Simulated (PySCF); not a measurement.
CaCl$_{2}$, singlet, at a GFN2-xTB geometry (such geometries of metal compounds can be far from the true shape). Base run: BLYP/cc-pVDZ run with PySCF.

The PySCF input:
```python
from pyscf import gto, scf, dft

mol = gto.Mole()
mol.atom = '''
    Ca    0.20833325   -0.77248415   -0.00231624
    Cl    1.27221329    0.83465715   -1.36523888
    Cl   -1.51731124    0.07414773    1.36796387
'''
mol.basis = 'cc-pvdz'
mol.verbose = 4
mol.build()

mf = dft.RKS(mol)
mf.xc = 'blyp'
mf.kernel()
mf.analyze()
```

Variants of this job, named by their change:

| change | ΔE vs base (µEh) | SCF cycles |
|---|---|---|
| base | 0.0 | 9 |
| conv_tol = 1e-12 | 0.0 | 12 |
| init_guess = atom | 0.0 | 9 |
| conv_tol = 1e-11 | 0.0 | 11 |
| conv_tol = 1e-4 | 2.3 | 6 |
| init_guess = sap | 0.0 | 9 |
| init_guess = 1e | 0.0 | 13 |
| solver = newton; init_guess = 1e | 0.0 | - |
| diis_space = 4 | 0.0 | 11 |
| init_guess = huckel | 0.0 | 11 |
| init_guess = mod_huckel | 0.0 | 12 |
| conv_tol_grad = 1e-7 | 0.0 | 12 |
| level_shift = 0.1 (with mf.max_cycle = 100) | 0.0 | 11 |
